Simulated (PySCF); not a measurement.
# Frontier levels across methods

C2H10OSi2.
SMILES with atom numbers: `[CH3:1][SiH:2]([CH3:3])[SiH2:4][OH:5]` (hydrogens: H6, H7, H8 on C1; H9 on Si2; H10, H11, H12 on C3; H13, H14 on Si4; H15 on O5)

Structure used (PBE0-D3(BJ)/def2-SVP), in Å, numbered top down from 1:
```
atom  x, y, z in Å
C1     1.5521   -1.0385   -0.9843
Si2    0.3879    0.4142   -0.6893
C3     1.0917    1.5945    0.6006
Si4   -1.6620   -0.4069    0.0831
O5    -1.2681   -1.2011    1.5108
H6     1.1509   -1.7191   -1.7508
H7     2.5433   -0.6928   -1.3175
H8     1.6789   -1.6111   -0.0524
H9     0.1568    1.1499   -1.9773
H10    1.2096    1.0705    1.5619
H11    0.4214    2.4528    0.7604
H12    2.0760    1.9804    0.2922
H13   -2.3107   -1.3488   -0.8924
H14   -2.6616    0.6868    0.3362
H15   -1.9941   -1.6139    1.9875
```

Basis pcSseg-1 throughout (PySCF), one geometry. Isolated species at its PBE0-D3(BJ)/def2-SVP geometry (one conformer only).

Question: How do the orbital energies, the gap and the dipole change with the method?

Answer: 
```json
{"method": "BLYP", "kind": "GGA", "HOMO (eV)": "-6.35", "LUMO (eV)": "-0.71", "gap (eV)": "5.64", "μ (D)": "0.64", "SCF cycles": "15"}
{"method": "OPBE", "kind": "GGA", "HOMO (eV)": "-6.47", "LUMO (eV)": "-0.63", "gap (eV)": "5.84", "μ (D)": "0.63", "SCF cycles": "14"}
{"method": "PBE", "kind": "GGA", "HOMO (eV)": "-6.47", "LUMO (eV)": "-0.84", "gap (eV)": "5.63", "μ (D)": "0.65", "SCF cycles": "14"}
{"method": "B97-D", "kind": "GGA", "HOMO (eV)": "-6.48", "LUMO (eV)": "-0.67", "gap (eV)": "5.80", "μ (D)": "0.63", "SCF cycles": "14"}
{"method": "LDA", "kind": "LDA", "HOMO (eV)": "-6.52", "LUMO (eV)": "-1.05", "gap (eV)": "5.47", "μ (D)": "0.66", "SCF cycles": "14"}
{"method": "KT2", "kind": "GGA", "HOMO (eV)": "-6.57", "LUMO (eV)": "-0.99", "gap (eV)": "5.57", "μ (D)": "0.58", "SCF cycles": "14"}
{"method": "BP86", "kind": "GGA", "HOMO (eV)": "-6.58", "LUMO (eV)": "-0.87", "gap (eV)": "5.71", "μ (D)": "0.64", "SCF cycles": "13"}
{"method": "KT3", "kind": "GGA", "HOMO (eV)": "-6.60", "LUMO (eV)": "-0.89", "gap (eV)": "5.72", "μ (D)": "0.57", "SCF cycles": "14"}
{"method": "B97-2", "kind": "global hybrid", "HOMO (eV)": "-7.43", "LUMO (eV)": "0.04", "gap (eV)": "7.47", "μ (D)": "0.61", "SCF cycles": "13"}
{"method": "B3LYP", "kind": "global hybrid", "HOMO (eV)": "-7.45", "LUMO (eV)": "-0.19", "gap (eV)": "7.26", "μ (D)": "0.62", "SCF cycles": "13"}
{"method": "PBE0", "kind": "global hybrid", "HOMO (eV)": "-7.65", "LUMO (eV)": "0.02", "gap (eV)": "7.67", "μ (D)": "0.62", "SCF cycles": "13"}
{"method": "mPW1PW91", "kind": "global hybrid", "HOMO (eV)": "-7.68", "LUMO (eV)": "0.03", "gap (eV)": "7.72", "μ (D)": "0.61", "SCF cycles": "13"}
{"method": "BHandHLYP", "kind": "global hybrid", "HOMO (eV)": "-8.73", "LUMO (eV)": "0.91", "gap (eV)": "9.64", "μ (D)": "0.63", "SCF cycles": "11"}
{"method": "CAM-B3LYP", "kind": "range-separated hybrid", "HOMO (eV)": "-8.93", "LUMO (eV)": "1.04", "gap (eV)": "9.98", "μ (D)": "0.65", "SCF cycles": "12"}
{"method": "wB97X-D", "kind": "range-separated hybrid", "HOMO (eV)": "-9.47", "LUMO (eV)": "1.80", "gap (eV)": "11.27", "μ (D)": "0.63", "SCF cycles": "13"}
{"method": "LC-wPBE", "kind": "range-separated hybrid", "HOMO (eV)": "-10.24", "LUMO (eV)": "2.24", "gap (eV)": "12.48", "μ (D)": "0.66", "SCF cycles": "13"}
{"method": "HF", "kind": "Hartree–Fock", "HOMO (eV)": "-10.40", "LUMO (eV)": "3.24", "gap (eV)": "13.63", "μ (D)": "0.69", "SCF cycles": "9"}
```

The HOMO spans 4.05 eV, from BLYP down to HF, and the gap runs from 5.47 eV (LDA) to 13.63 eV (HF). Over the methods BLYP (0 %), OPBE (0 %), PBE (0 %), B97-D (0 %), LDA (0 %), KT2 (0 %), BP86 (0 %), KT3 (0 %), B97-2 (21 %), B3LYP (20 %), PBE0 (25 %), mPW1PW91 (25 %), BHandHLYP (50 %), HF (100 %), a straight line through the gap against the share of exact exchange rises by 0.80 eV for each 10 % (correlation coefficient 0.999). The dipole ranges from 0.57 D (KT3) to 0.69 D (HF). This basis has no diffuse functions.
